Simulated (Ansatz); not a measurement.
Program: Ansatz. Geometries: PBE0-D4/def2-TZVP. ΔE: electronic, gas phase. CCSD(T)/CBS is the MP2 limit (def2-TZVPP, def2-QZVPP) plus CCSD(T) − MP2 in def2-TZVPP, frozen cores. DFT in def2-TZVPP. B3LYP here is the variant with VWN-RPA as its local correlation; programs differ in this. One conformer a species, not always the lowest.

`CCC(C)=N` + `N[SiH](N)[SiH3]` → `CN[SiH](N)[SiH3]` + `CC(C)=N`  (substitution at a C–C bond)

```
             level  ΔE (kJ/mol)
           PBE0-D4         34.1
           ωB97M-V         36.3
               PBE         32.2
             B3LYP         31.7
    MP2/def2-TZVPP         39.8
SCS-MP2/def2-TZVPP         37.2
     HF/def2-QZVPP         32.9
    CCSD/CBS(def2)         38.5
```

Question: What does CCSD(T)/CBS give? (An estimate is asked.)

Answer: Computed: +38.7 kJ/mol. The listed levels differ from it by -4.6, -2.4, -6.5, -7.0, 1.1, -1.5, -5.8, -0.2 kJ/mol.

Largest T1 diagnostic among the species: 0.011.

In def2-TZVPP, CCSD(T) changes the Hartree–Fock value by +4.1 kJ/mol (the triples alone add +0.3 kJ/mol) and MP2 by +6.9 kJ/mol.

CCSD(T)/CBS has its own doubt, a few kJ/mol and more with outer-core shells, so smaller differences from it don't rank the levels.
